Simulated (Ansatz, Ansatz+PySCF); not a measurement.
```yaml
atoms:
  - { symbol: Li, position_ang: [0.0000, 0.0000, -2.9265] }
  - { symbol: Li, position_ang: [0.0000, 0.0000, 2.9265] }
```

Basis set: 6-31G (spherical functions). All electrons are correlated. Charge 0, multiplicity 1.

Computed with Ansatz (development build ahead of 0.2.0); each method stands on the lowest determinant of its kind that the runs found. Restricted open shells among the atoms or ions are ROHF, correlated in semicanonical orbitals with singles. Restricted functionals stand beside restricted open-shell atoms, which can lie above the unrestricted atoms usual in DFT and then raise those values.

Give the atomization energy at this shape (free ground-state atoms in the same class of orbitals less the molecule, no zero-point energy) of singlet Li₂ by PBE0 (unrestricted), PBE0 (restricted), full CI (lowest root of this spin), UHF-CCSD(T), UHF-MP2, RHF-MP2, RHF-CCSD, RHF, UHF.

| method | atomization energy |
| --- | --- |
| PBE0 (unrestricted) | 0.61 kcal/mol |
| PBE0 (restricted) | -11.78 kcal/mol |
| full CI (lowest root of this spin) | 0.96 kcal/mol |
| UHF-CCSD(T) | 0.94 kcal/mol |
| UHF-MP2 | 0.33 kcal/mol |
| RHF-MP2 | -15.64 kcal/mol |
| RHF-CCSD | 0.84 kcal/mol |
| RHF | -33.18 kcal/mol |
| UHF | 0.15 kcal/mol |

Caution: the shape is not the minimum. Caution for PBE0 (unrestricted), UHF-CCSD(T), UHF-MP2, UHF: the unrestricted determinant is a mixture of spin states. Caution for PBE0 (restricted), RHF-MP2, RHF-CCSD, RHF: an unrestricted determinant lies well below. Caution for UHF-CCSD(T), UHF-MP2, RHF-MP2, RHF-CCSD: large amplitudes, a single reference is doubtful. Caution for UHF-CCSD(T), UHF-MP2, UHF: the determinant may break the point group. Caution for RHF: the molecule lies well above its atoms at this level.

This basis has no polarisation functions and is too small for such energies, which can lie far from measured ones in either direction.
